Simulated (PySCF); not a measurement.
**Simulated absorption spectrum**

Species: C7H5N.
InChI=1S/C7H5N/c1-8-7-5-3-2-4-6-7/h2-6H

Method used: TDDFT CAM-B3LYP/def2-SVPD, vertical, gas phase, core orbitals frozen in the response (PySCF). Isolated species at its PBE0-D3(BJ)/def2-SVP geometry, gas phase.

Computed states:

| state | E (eV) | f |
| --- | --- | --- |
| S1 | 5.27 | 0.0003 |
| S2 | 5.72 | 0.218 |
| S3 | 6.77 | 0.434 |
| S4 | 6.85 | 0.643 |
| S5 | 6.95 | 0.0000 |
| S6 | 7.00 | 0.032 |
| S7 | 7.08 | 0.0000 |
| S8 | 7.31 | 0.0034 |
| S9 | 7.60 | 0.0000 |
| S10 | 7.91 | 0.0090 |

Broadening: Gaussians 0.4 eV wide at half height, area fixed by f = 4.319×10⁻⁹ ∫ε dν̃. The width is an assumption, not a result. The curve ends short of the highest state used, and states not computed would add to its high-energy end.

(1) Give the broadened spectrum and its maxima.

(2) On this curve, what absorbance would a 10⁻⁵ mol/L sample give at 254 nm over a 1 cm path?

(3) Coming from long wavelengths, where does ε first pass 100 L mol⁻¹ cm⁻¹?

## Answers

(1) 
λ (nm), ε (L mol⁻¹ cm⁻¹) and a bar:
```
    169.6       1928 #
    173.8      15404 ######
    177.9      50573 #####################
    182.1      71544 ##############################
    186.3      46048 ###################
    190.5      14833 ######
    194.6       2738 #
    198.8        417 
    203.0       1043 
    207.2       4225 ##
    211.3       9839 ####
    215.5      14333 ######
    219.7      13421 ######
    223.9       8483 ####
    228.0       3874 ##
    232.2       1287 #
    236.4        336 
    240.5         81 
    244.7         21 
    248.9          6 
    253.1          2 
    257.2          1 
    261.4          0 
    265.6          0
```

Maxima: 217 nm (5.72 eV), ε about 15000, made up of S2 (100%); 182 nm (6.82 eV), ε about 72000, made up of S3 (39%) and S4 (59%) (ε in L mol⁻¹ cm⁻¹; maxima over ε = 5, shares over 10%).

(2) 254 nm is 4.881 eV, where ε is about 1.7 L mol⁻¹ cm⁻¹, so A = ε c l ≈ 1.7e-05 (Beer–Lambert, with the gas-phase spectrum and the assumed width).

(3) At about 240 nm (5.17 eV), 0.10 eV below S1.

All these states lie below the vertical ionisation energy of 9.51 eV (ΔSCF).

The run took 2.1 min wall on Arm Neoverse V1, one thread, shared host.
